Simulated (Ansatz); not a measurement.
Basis-set series for C2H2ClOSi (`[C]#C[SiH](O)Cl`) radical. Charge 0, multiplicity 2. All single points use the PBE0-D4/def2-TZVP geometry. It is one conformer, not always the lowest.

```xyz
7

C    -0.158   -1.714    2.009
C    -0.157   -0.830    1.179
Si   -0.190    0.476   -0.092
O    -0.079   -0.155   -1.586
Cl    1.376    1.726    0.317
H    -1.446    1.238   -0.039
H     0.654   -0.740   -1.788
```

```
functional       basis  functions  energy (Eh)  HOMO (eV)  LUMO (eV)
   PBE0-D4    def2-SVP         88   -901.45362      -8.58      -4.87
   PBE0-D4  def2-QZVPP        371   -901.93516      -8.69      -5.05
   ωB97M-V    def2-SVP         88   -901.80735     -10.79      -2.95
   ωB97M-V  def2-QZVPP        371   -902.28985     -10.94      -3.26
```

Q: Give the rows for def2-TZVPP. (Best estimate.)

A: Ansatz gave: 
```tsv
functional	basis	functions	energy (Eh)	HOMO (eV)	LUMO (eV)
PBE0-D4	def2-TZVPP	205	-901.90317	-8.67	-5.03
ωB97M-V	def2-TZVPP	205	-902.26002	-10.91	-3.21
```

HOMO and LUMO are taken over both spins.
